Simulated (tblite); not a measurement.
Record of a relaxation.

Compound: C5H11AlSi.
Atom-mapped SMILES: `[CH3:1][CH2:2][AlH:3][C:4]#[C:5][SiH2:6][CH3:7]` (hydrogens: H8, H9, H10 on C1; H11, H12 on C2; H13 on Al3; H14, H15 on Si6; H16, H17, H18 on C7)

Computed with GFN2-xTB (tblite), gas phase: L-BFGS steps from a force-field or distance-geometry start until the largest atomic force falls under 0.01 eV/Å. 8 of its 103 geometries are shown.

Step 0: E = -516.7949 eV, largest atomic force 1.706 eV/Å
```
atom  x, y, z in Å  |  force x, y, z in eV/Å
C1     -3.158    0.287    0.138   -0.710   0.509  -0.261
C2     -2.972   -1.221    0.218   -0.002  -1.135   0.271
Al3    -1.356   -1.816   -0.789   -0.354   0.672  -1.258
C4      0.192   -0.612   -0.859   -1.078  -1.301   0.238
C5      1.143    0.132   -0.870    0.355   0.260  -0.100
Si6     2.576    1.242   -0.939   -0.024   1.134  -0.910
C7      3.899    0.603    0.184    1.527   0.088   0.632
H8     -3.462    0.669    1.127    0.448   0.213  -0.515
H9     -2.260    0.786   -0.278   -0.548  -0.020   0.522
H10    -4.019    0.482   -0.548    0.786   0.128   0.384
H11    -3.868   -1.679   -0.245    0.233  -0.217   0.317
H12    -2.951   -1.570    1.275   -0.258   0.231  -0.268
H13    -1.647   -2.734   -2.081    0.294  -0.028   0.627
H14     3.152    1.329   -2.304   -0.236  -0.035   0.115
H15     2.111    2.579   -0.506    0.072  -0.089  -0.063
H16     3.914   -0.495    0.288   -0.020   0.654   0.164
H17     4.884    0.911   -0.257   -0.702  -0.360   0.599
H18     3.812    1.111    1.169    0.216  -0.704  -0.496
```

Step 15: E = -517.2291 eV, largest atomic force 0.143 eV/Å
```
atom  x, y, z in Å  |  force x, y, z in eV/Å
C1     -3.208    0.276    0.144    0.031   0.065  -0.015
C2     -3.027   -1.263    0.191   -0.039   0.061   0.018
Al3    -1.435   -1.705   -0.950   -0.019   0.082   0.020
C4      0.213   -0.657   -0.896   -0.137  -0.034  -0.020
C5      1.162    0.113   -0.916    0.033   0.039   0.034
Si6     2.601    1.285   -0.959   -0.022   0.011  -0.037
C7      3.958    0.635    0.205   -0.021  -0.015  -0.022
H8     -3.474    0.705    1.108   -0.048  -0.109   0.032
H9     -2.280    0.757   -0.175    0.064   0.075   0.035
H10    -3.979    0.567   -0.567    0.000  -0.068  -0.067
H11    -3.954   -1.757   -0.136   -0.026   0.029  -0.004
H12    -2.925   -1.562    1.244    0.089  -0.026   0.009
H13    -1.564   -2.822   -2.008    0.042  -0.076  -0.008
H14     3.060    1.337   -2.355    0.049  -0.009   0.018
H15     2.125    2.613   -0.541    0.022  -0.014   0.020
H16     3.903   -0.448    0.278    0.050   0.008   0.040
H17     4.952    0.890   -0.154   -0.025   0.020  -0.020
H18     3.863    1.043    1.209   -0.042  -0.039  -0.032
```

Step 29: E = -517.2777 eV, largest atomic force 0.098 eV/Å
```
atom  x, y, z in Å  |  force x, y, z in eV/Å
C1     -3.224    0.296    0.160   -0.003  -0.013   0.000
C2     -3.034   -1.236    0.151    0.005  -0.037   0.012
Al3    -1.467   -1.697   -1.018   -0.084  -0.048  -0.017
C4      0.113   -0.562   -0.964    0.080   0.021  -0.028
C5      1.111    0.144   -0.939   -0.052  -0.045  -0.015
Si6     2.595    1.253   -0.971   -0.001   0.021  -0.005
C7      3.946    0.616    0.199    0.054  -0.002   0.036
H8     -3.652    0.650    1.097   -0.039  -0.032   0.005
H9     -2.266    0.805    0.019   -0.011   0.001   0.019
H10    -3.887    0.601   -0.649    0.075  -0.007  -0.005
H11    -4.001   -1.722   -0.035    0.048  -0.008  -0.021
H12    -2.756   -1.558    1.170   -0.025   0.067   0.014
H13    -1.449   -2.946   -1.944   -0.007   0.066   0.047
H14     3.093    1.303   -2.349    0.016  -0.022  -0.068
H15     2.167    2.586   -0.535   -0.033   0.088   0.008
H16     3.970   -0.468    0.260   -0.029  -0.043  -0.026
H17     4.926    0.944   -0.135    0.031   0.017  -0.009
H18     3.805    0.999    1.205   -0.025  -0.025   0.053
```

Step 44: E = -517.3070 eV, largest atomic force 0.151 eV/Å
```
atom  x, y, z in Å  |  force x, y, z in eV/Å
C1     -3.228    0.293    0.179   -0.030   0.034   0.095
C2     -2.976   -1.229    0.201   -0.025   0.026  -0.034
Al3    -1.441   -1.677   -1.008   -0.031  -0.019   0.038
C4      0.126   -0.528   -1.082   -0.010  -0.023   0.046
C5      1.110    0.190   -0.991    0.011   0.007  -0.033
Si6     2.605    1.285   -0.991    0.005  -0.019  -0.028
C7      3.915    0.595    0.202   -0.050   0.017  -0.041
H8     -3.896    0.592    0.988   -0.030   0.008   0.001
H9     -2.290    0.838    0.310   -0.037  -0.009  -0.083
H10    -3.684    0.608   -0.763    0.126  -0.057   0.061
H11    -3.918   -1.745   -0.030   -0.007  -0.045  -0.009
H12    -2.744   -1.517    1.241   -0.011   0.023  -0.042
H13    -1.470   -2.952   -1.889   -0.005   0.018  -0.003
H14     3.139    1.253   -2.361    0.002   0.064   0.003
H15     2.178    2.636   -0.596    0.050  -0.020  -0.016
H16     3.964   -0.490    0.138    0.043   0.067   0.017
H17     4.894    0.993   -0.060   -0.019  -0.051   0.094
H18     3.709    0.859    1.237    0.017  -0.022  -0.065
```

Step 58: E = -517.3228 eV, largest atomic force 0.040 eV/Å
```
atom  x, y, z in Å  |  force x, y, z in eV/Å
C1     -3.233    0.285    0.198   -0.018   0.021  -0.004
C2     -2.968   -1.233    0.239   -0.016   0.009   0.008
Al3    -1.425   -1.667   -0.958    0.034  -0.005  -0.020
C4      0.159   -0.536   -1.052    0.003   0.009   0.000
C5      1.133    0.203   -1.049   -0.002  -0.014   0.014
Si6     2.633    1.296   -1.046   -0.016   0.003  -0.007
C7      3.890    0.580    0.186   -0.002  -0.002   0.001
H8     -4.011    0.575    0.906    0.022   0.012   0.023
H9     -2.325    0.840    0.438   -0.034  -0.010  -0.001
H10    -3.554    0.593   -0.797    0.013   0.000  -0.007
H11    -3.889   -1.765   -0.038   -0.024  -0.011  -0.017
H12    -2.786   -1.513    1.288    0.007  -0.009   0.022
H13    -1.510   -2.916   -1.874    0.029   0.019   0.008
H14     3.185    1.320   -2.407    0.019  -0.020  -0.012
H15     2.235    2.651   -0.639   -0.010  -0.004   0.007
H16     3.983   -0.497    0.079    0.010  -0.006  -0.022
H17     4.875    1.013    0.034   -0.007   0.007   0.011
H18     3.597    0.781    1.213   -0.007   0.000  -0.003
```

Step 73: E = -517.3264 eV, largest atomic force 0.057 eV/Å
```
atom  x, y, z in Å  |  force x, y, z in eV/Å
C1     -3.248    0.288    0.210    0.012  -0.020  -0.011
C2     -2.981   -1.230    0.241   -0.018  -0.052   0.006
Al3    -1.417   -1.653   -0.941   -0.022  -0.016   0.011
C4      0.153   -0.512   -1.035    0.042   0.039  -0.004
C5      1.142    0.205   -1.061   -0.019  -0.006   0.013
Si6     2.645    1.291   -1.068   -0.002   0.020  -0.001
C7      3.886    0.575    0.178    0.017   0.006   0.017
H8     -4.042    0.568    0.902    0.016   0.020   0.007
H9     -2.346    0.837    0.477   -0.003   0.023   0.020
H10    -3.538    0.606   -0.792   -0.020  -0.004   0.006
H11    -3.901   -1.762   -0.046    0.009  -0.001  -0.013
H12    -2.805   -1.522    1.290   -0.009   0.020  -0.033
H13    -1.436   -2.901   -1.855   -0.021  -0.014   0.007
H14     3.217    1.295   -2.421    0.001   0.003  -0.014
H15     2.234    2.644   -0.665    0.019  -0.005  -0.016
H16     4.026   -0.492    0.025    0.010  -0.001   0.001
H17     4.858    1.052    0.085   -0.020   0.004   0.006
H18     3.543    0.718    1.199    0.009  -0.016  -0.003
```

Step 87: E = -517.3312 eV, largest atomic force 0.028 eV/Å
```
atom  x, y, z in Å  |  force x, y, z in eV/Å
C1     -3.269    0.283    0.224    0.005   0.004   0.005
C2     -3.011   -1.237    0.225    0.009   0.020  -0.014
Al3    -1.411   -1.635   -0.914    0.008  -0.004   0.007
C4      0.146   -0.469   -1.002   -0.012  -0.016  -0.004
C5      1.147    0.231   -1.042    0.009   0.011  -0.023
Si6     2.671    1.288   -1.090    0.007  -0.004  -0.002
C7      3.896    0.573    0.173   -0.007  -0.006  -0.014
H8     -4.042    0.563    0.941    0.000  -0.008  -0.001
H9     -2.357    0.824    0.480   -0.008   0.011   0.003
H10    -3.583    0.621   -0.764    0.001  -0.006   0.001
H11    -3.921   -1.760   -0.105   -0.014   0.000   0.003
H12    -2.866   -1.552    1.270   -0.008  -0.011   0.007
H13    -1.395   -2.909   -1.793    0.002  -0.003  -0.003
H14     3.246    1.254   -2.442   -0.011  -0.020   0.001
H15     2.291    2.662   -0.737    0.003   0.017   0.022
H16     4.128   -0.464   -0.054    0.011   0.003   0.004
H17     4.830    1.128    0.172    0.003   0.006   0.005
H18     3.491    0.605    1.180    0.003   0.006   0.003
```

Step 102: E = -517.3320 eV, largest atomic force 0.008 eV/Å
```
atom  x, y, z in Å  |  force x, y, z in eV/Å
C1     -3.276    0.285    0.232   -0.003   0.001   0.003
C2     -3.014   -1.234    0.222   -0.005   0.000   0.001
Al3    -1.407   -1.633   -0.910    0.003   0.000   0.001
C4      0.145   -0.462   -1.012   -0.003  -0.002   0.001
C5      1.145    0.240   -1.052    0.008  -0.001  -0.002
Si6     2.676    1.285   -1.097    0.002   0.001   0.005
C7      3.898    0.573    0.171    0.003   0.000   0.001
H8     -4.061    0.553    0.940    0.000   0.000   0.002
H9     -2.371    0.829    0.505   -0.002   0.003   0.001
H10    -3.579    0.629   -0.758    0.002   0.002  -0.001
H11    -3.922   -1.754   -0.118    0.003  -0.001  -0.003
H12    -2.878   -1.560    1.265   -0.002  -0.001  -0.004
H13    -1.380   -2.919   -1.772   -0.003  -0.002   0.001
H14     3.244    1.232   -2.451    0.000   0.000   0.004
H15     2.316    2.664   -0.739   -0.005   0.000  -0.001
H16     4.162   -0.453   -0.070    0.002   0.004   0.004
H17     4.817    1.153    0.198    0.004   0.000  -0.006
H18     3.477    0.577    1.173   -0.003  -0.002  -0.006
```

Problem. Summarise the path.

Solution. The energy falls by 12.39 kcal/mol from step 0 to step 102; nine tenths of that is first reached at step 30. It falls at every step. The largest force goes from 1.706 to 0.008 eV/Å. Among the bonds Al3–H13 changes most, from 1.611 to 1.549 Å; the atoms move by 0.390 Å rms after alignment.

Problem. Follow the three bonds and two angles with the largest change from start to end.

Solution. 
| step | E above end (kcal/mol) | largest force (eV/Å) | Al3–H13 (Å) | Si6–C7 (Å) | C5–Si6 (Å) | H8–C1–H9 (°) | C2–Al3–C4 (°) |
| --- | --- | --- | --- | --- | --- | --- | --- |
| 0 | 12.39 | 1.706 | 1.611 | 1.849 | 1.815 | 113.8 | 118.3 |
| 4 | 4.61 | 0.791 | 1.536 | 1.891 | 1.851 | 108.8 | 119.5 |
| 9 | 3.03 | 0.218 | 1.560 | 1.903 | 1.852 | 106.9 | 121.7 |
| 13 | 2.53 | 0.250 | 1.546 | 1.897 | 1.858 | 107.5 | 121.9 |
| 18 | 2.15 | 0.262 | 1.555 | 1.908 | 1.856 | 107.4 | 122.8 |
| 22 | 1.76 | 0.239 | 1.537 | 1.899 | 1.861 | 108.2 | 121.3 |
| 27 | 1.37 | 0.209 | 1.555 | 1.901 | 1.853 | 107.7 | 119.7 |
| 31 | 1.19 | 0.116 | 1.548 | 1.899 | 1.856 | 107.5 | 118.5 |
| 35 | 1.05 | 0.110 | 1.551 | 1.908 | 1.858 | 108.3 | 118.9 |
| 40 | 0.79 | 0.103 | 1.541 | 1.897 | 1.850 | 108.0 | 119.9 |
| 44 | 0.58 | 0.151 | 1.550 | 1.901 | 1.853 | 107.5 | 120.5 |
| 49 | 0.40 | 0.069 | 1.551 | 1.900 | 1.855 | 108.3 | 121.1 |
| 53 | 0.29 | 0.058 | 1.545 | 1.902 | 1.856 | 107.5 | 121.5 |
| 58 | 0.21 | 0.040 | 1.551 | 1.900 | 1.856 | 108.4 | 122.0 |
| 62 | 0.19 | 0.059 | 1.549 | 1.901 | 1.855 | 108.2 | 121.9 |
| 67 | 0.17 | 0.057 | 1.550 | 1.899 | 1.855 | 107.9 | 122.7 |
| 71 | 0.15 | 0.037 | 1.546 | 1.898 | 1.854 | 108.3 | 122.5 |
| 75 | 0.11 | 0.043 | 1.549 | 1.899 | 1.854 | 108.3 | 122.5 |
| 80 | 0.08 | 0.043 | 1.549 | 1.900 | 1.854 | 107.9 | 122.5 |
| 84 | 0.04 | 0.050 | 1.549 | 1.900 | 1.854 | 108.0 | 122.5 |
| 89 | 0.02 | 0.025 | 1.549 | 1.898 | 1.855 | 108.2 | 123.1 |
| 93 | 0.01 | 0.012 | 1.548 | 1.899 | 1.855 | 108.1 | 123.2 |
| 98 | 0.00 | 0.011 | 1.549 | 1.899 | 1.855 | 108.1 | 123.2 |
| 102 | 0.00 | 0.008 | 1.549 | 1.899 | 1.855 | 108.1 | 123.3 |

What follows is the cost of the whole relaxation. Time: 0.87 s of wall time. Hardware: one thread, Arm Neoverse V1 (aarch64), on a shared host.
